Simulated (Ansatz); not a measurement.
Al₂Ru⁻ was relaxed with B3LYP-D4 (def2-TZVPD) in Ansatz in these states: charge -1 doublet, charge -1 quartet. The geometries follow in no particular order.

In the def2 sets Ru takes a core potential; there is no spin–orbit coupling.

A:

```tsv
atom	x (Å)	y (Å)	z (Å)
Ru1	-0.1819	-1.0164	0.6181
Al2	0.6130	-0.2330	-1.3743
Al3	-0.4310	1.2494	0.7562
```

B:

```xyz
3

Ru   -0.8869   -0.9330    0.1716
Al   -0.5280    1.3812   -0.1328
Al    1.4149   -0.4482   -0.0388
```

Judge from the bond lengths which geometry belongs to which state (an estimate).

A is the charge -1 doublet (Al2–Al3 2.798 Å, Ru1–Al2 2.284 Å, Ru1–Al3 2.284 Å); B is the charge -1 quartet (Al2–Al3 2.670 Å, Ru1–Al2 2.362 Å, Ru1–Al3 2.362 Å).

At B3LYP-D4/def2-TZVPD the charge -1 doublet is spin-contaminated (final ⟨S²⟩ up to 0.84, 0.75 for a pure state). At B3LYP-D4/def2-TZVPD the highest occupied level of the charge -1 quartet lies above zero (up to 0.44 eV). It is a level of α spin, whose loss leaves a triplet; that state wasn't run at this geometry and level. The electron is either unbound and held by the finite basis, or the level is raised by self-interaction error. At PBE0-D4/def2-TZVPD a doublet lies 0.59 eV below the charge -1 quartet. These are the stationary points nearest to one start from a short search; other shapes may lie lower in each state.
